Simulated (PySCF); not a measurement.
# Computed properties of Ge(H)(F)2(OMe) (CH4F2GeO), SMILES C[O][GeH]([F])[F]

Ge(H)(F)2(OMe) (CH4F2GeO), SMILES C[O][GeH]([F])[F]. Geometry: B3LYP-D3(BJ)/def2-SVP. The structure was generated by enumeration, and PubChem lists no compound with its InChIKey, so it may never have been made. The values are those of a single conformer. All values are computed for the isolated molecule unless a solvent is named; none is compared with measurement here.

**Structure.** The optimised structure has Cs symmetry. All 21 harmonic modes at B3LYP-D3(BJ)/def2-SVP (PySCF) are real, so it is a minimum. With heavy atoms numbered as in [GeH:1]([F:2])([F:3])[O:4][CH3:5], the shortest bond between them is O4–C5 at 1.423 Å and the longest Ge1–O4 at 1.748 Å.

**Vibrations.** The strongest infrared lines (harmonic, unscaled, degenerate partners summed) lie at 1108 cm⁻¹ (223 km/mol, O 53 %, C 40 %), 725 cm⁻¹ (155 km/mol, F 36 %, H 32 %, Ge 23 %, O 9 %), 734 cm⁻¹ (88 km/mol, F 75 %, Ge 25 %). The softest mode is at 54 cm⁻¹ and the zero-point energy is 34.4 kcal/mol.

**Electronic structure.** ωB97X/def2-TZVP (PySCF) places the frontier levels at -11.32 and 2.13 eV, a gap of 13.45 eV, and gives a dipole moment of 1.51 D and a mean polarisability of 41.3 bohr³. PBE/def2-TZVP (PySCF) at the same geometry gives -7.17 and -1.16 eV, so its gap is 7.44 eV narrower. An orbital gap is neither the optical nor the fundamental gap.

**Excitations.** TDA-B3LYP/def2-SVPD (PySCF) has S1 at 6.85 eV (181 nm, f = 0.004, weak); the most intense of the 10 singlets computed lies at 8.06 eV (f = 0.09). T1 (TDA) is at 6.47 eV, 0.38 eV under S1. TDA-PBE/def2-SVPD (PySCF) puts S1 at 6.06 eV. No vertical singlet excitation falls in the visible range (under 3.1 eV).

**NMR.** GIAO shifts at B3LYP/pcSseg-1 (PySCF) (non-relativistic, atoms alike by connectivity averaged): ¹³C at 58.2 ppm against TMS; ¹H from 4.3 to 5.9 ppm against TMS; ¹⁹F at -162.5 ppm against CFCl3.
